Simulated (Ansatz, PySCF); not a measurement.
C2H9GeN3 (SMILES C=[CH][Ge]([NH2])([NH2])[NH2]), singlet, geometry from GFN2-xTB, with bond 10-4 at 1.8 times its length. Base run: PySCF with CASSCF(6,4)/STO-3G.

The PySCF input:
```python
from pyscf import gto, scf, mcscf
import numpy

mol = gto.Mole()
mol.atom = '''
    C     2.429990   -0.937225    0.582296
    C     1.621679   -0.483397   -0.357948
    Ge   -0.235924    0.097608   -0.068009
    N    -0.654002   -0.126101    1.708739
    N    -1.316266   -0.894606   -1.149591
    N    -0.653212    1.816229   -0.581115
    H     2.105168   -1.028497    1.606241
    H     3.442907   -1.251329    0.374523
    H     1.979387   -0.415571   -1.377572
    H    -2.294747    0.520595    2.158198
    H     0.011330    0.264159    2.359924
    H    -1.336881   -1.881297   -0.935304
    H    -2.271036   -0.567648   -1.201608
    H    -0.050112    2.541627   -0.218609
    H    -0.711329    1.936989   -1.582059
'''
mol.basis = 'sto-3g'
mol.charge = 0
mol.spin = 0
mol.verbose = 4
mol.build()

mf = scf.RHF(mol)
mf.kernel()
mc = mcscf.CASSCF(mf, 4, 6)
mc.fix_spin_(ss=0.0)
mc.kernel()
occ = numpy.linalg.eigvalsh(mc.fcisolver.make_rdm1(mc.ci, mc.ncas, mc.nelecas))[::-1]
ss = mc.fcisolver.spin_square(mc.ci, mc.ncas, mc.nelecas)[0]
print('natural occupations', occ.round(4), ' <S^2>', round(ss, 4))
```

Programs used: Ansatz (a quantum-chemistry and plane-wave program), PySCF; a row that names a program was run with it.

Variants of this job, named by their change:

```
change                                                ΔE vs base (kcal/mol)  natural occupations  <S^2> of the state
----------------------------------------------------  ---------------------  -------------------  ------------------
base                                                                  0.000  2.00 2.00 1.69 0.31                0.00
state_average = 2 states                                              0.483                    -                   -
active space = 4 electrons, 4 orbitals                                -9.69  1.98 1.70 0.30 0.02                0.00
code = ansatz                                                         0.018                    -                   -
correction = SC-NEVPT2                                               -170.6  2.00 2.00 1.69 0.31                0.00
start = MP2 natural orbitals                                          0.000  2.00 2.00 1.69 0.31                0.00
fix_spin_ = off                                                       0.000  2.00 2.00 1.69 0.31                0.00
active space = 2 electrons, 3 orbitals                                0.401       1.69 0.31 0.00                0.00
orbitals = fixed (CASCI); correction = SC-NEVPT2                     -167.0  2.00 2.00 1.82 0.18                0.00
orbitals = fixed (CASCI)                                              34.98  2.00 2.00 1.82 0.18                0.00
code = ansatz; correction = SC-NEVPT2, all electrons                 -170.6                    -                   -
```

Active orbitals are taken around the Fermi level unless the row says otherwise; CASSCF can end in different local minima, and two programs can end on different orbitals. State-averaged rows give the lowest state.
